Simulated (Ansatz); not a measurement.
Mulliken charges of CH4ClNSeSi, SMILES `N=C([SeH])[SiH2]Cl` from ωB97M-V/def2-TZVPP in Ansatz (PBE0-D4/def2-TZVP geometry).

| atom | x (Å) | y (Å) | z (Å) | charge (e) |
| --- | --- | --- | --- | --- |
| N1 | 0.513 | 1.687 | -0.859 | -0.212 |
| C2 | 0.604 | 0.565 | -0.291 | -0.062 |
| Se3 | 2.370 | -0.110 | 0.047 | 0.015 |
| Si4 | -0.802 | -0.558 | 0.279 | 0.261 |
| Cl5 | -2.563 | 0.380 | -0.197 | -0.202 |
| H6 | -0.463 | 1.957 | -0.994 | 0.133 |
| H7 | 1.899 | -1.353 | 0.680 | 0.054 |
| H8 | -0.735 | -1.858 | -0.426 | 0.006 |
| H9 | -0.735 | -0.755 | 1.745 | 0.006 |

Task: By hand: the dipole of these point charges (1 e Å = 4.8032 D).

Result: Σ q r = (0.230, -0.445, 0.226) e Å, of length 0.550 e Å = 2.64 D.

Task: How does the dipole of the full density compare? (Best estimate.)

Result: The calculation gave: (-0.160, -0.378, 0.192) e Å, 2.18 D; the point charges give 1.21 times that, at 45° from its direction.

Point charges leave out the atoms' own dipoles, such as those of lone pairs, and Mulliken's split depends on the basis, so the two needn't agree.
